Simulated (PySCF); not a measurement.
**Two-component Hartree-Fock for Ge²⁹⁺ (germanium, charge +29)**

Start: [He] 2s1; 2s1/2 filled at m_j = +1/2. Calculated with PySCF 2.14 in an even-tempered Gaussian basis (17 s from 10 bohr⁻², ratio 2.4; 11 p from 13 bohr⁻², ratio 2.4; 5 d from 41 bohr⁻², ratio 2.6; 4 f from 62 bohr⁻², ratio 2.6): generalised Hartree-Fock with the X2C-1e Hamiltonian and a Gaussian nucleus; one run each with spin-orbit coupling (SO) switched off, then screened by Boettger's factors.

```csv
spinor shell,electrons,"ε, spin-free (eV)","ε, screened SO (eV)",weight of nominal j (screened SO),"rms radius, screened SO (bohr)"
1s1/2,2,-13400.2,-13400.2,1.000,0.0536
2s1/2,1,-3195.6,-3195.6,1.000,0.207
```

| quantity | spin-free | screened SO |
| --- | --- | --- |
| E (hartree) | -1135.26533 | -1135.26533 |
| M_J | 1/2 | 1/2 |
| ⟨J²⟩ | 0.750 | 0.750 |
| ⟨L²⟩ | 0.000 | 0.000 |
| ⟨S²⟩ | 0.750 | 0.750 |

Each row is a mean over spinors that exchange with the open shell spreads, by up to 19.506 eV (1s1/2).

Without spin-orbit coupling the j labels of p, d and f shells carry no meaning; the spin-free column gives the mean over the occupied spinors of each nl shell.
